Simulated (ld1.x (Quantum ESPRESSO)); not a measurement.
# Varying the TM potential for B

Base potential:

- Element: B
- Generator: ld1.x (Quantum ESPRESSO) 7.5
- Type: norm-conserving Troullier–Martins (Kleinman–Bylander form)
- Functional: PBEsol
- Relativity: non-relativistic
- Frozen core: [He]
- Valence charge: 3
- Reference configuration: 2s2 2p1
- Partial waves: 2p (bound): rc 3.70 bohr; 2s (bound): rc 1.55 bohr
- Local potential: the s channel
- Core correction: none

Cutoffs, loose and tight: the cutoffs (Ry, on a coarse ladder) from which the occupation-weighted sum of valence levels, in a spherical-Bessel basis at the reference potential, stays within 10 and 1 mRy of its value at 400 Ry. They do not see the model core or the augmentation charge, which bear on the density cutoff. Test errors are all-electron minus pseudo excitation energies from the reference, over the configurations 2s2 2p0; 2s1 2p0; 2s2 2p0.5; 2s2 2p1.3; 2s0 2p3; 2s1 2p1; 2s1 2p2. A dash means not determined; rows that change the core or the reference have their own tests.

```tsv
change	outcome	cutoff, loose	cutoff, tight	bound ghosts	largest test error (meV)
base	generated	18 Ry	50 Ry	none	+503
wave 2p (bound): rc 3.70 bohr becomes 2p (bound): rc 2.68 bohr	generated	18 Ry	50 Ry	none	+189
wave 2s (bound): rc 1.55 bohr becomes 2s (bound): rc 2.00 bohr	generated	12 Ry	30 Ry	none	+501
type RRKJ; local potential all-electron potential smoothed inside 1.35 bohr (lloc = -1)	generated	30 Ry	40 Ry	none	+670
core correction a·sin(br)/r model core inside 1.90 bohr	generated	18 Ry	50 Ry	none	+503
functional LDA (PZ)	generated	18 Ry	50 Ry	none	+561
scalar-relativistic	generated	18 Ry	50 Ry	none	+503
reference 2s2 2p0.5	generated	18 Ry	50 Ry	none	+269
wave 2s (bound): rc 1.55 bohr becomes 2s (bound): rc 1.20 bohr	generated	21 Ry	55 Ry	none	+503
wave 2s (bound): rc 1.55 bohr becomes 2s (bound): rc 1.86 bohr	generated	15 Ry	35 Ry	none	+502
core correction a·sin(br)/r model core inside 1.10 bohr	generated	18 Ry	50 Ry	none	+486
```

(1) What comes out with this change to the base: all radii scaled by about 0.87 (s 1.34, p 3.22 bohr)?

## Answers

(1) outcome: generated; cutoff, loose: 21 Ry; cutoff, tight: 55 Ry; bound ghosts: none; largest test error (meV): +316.
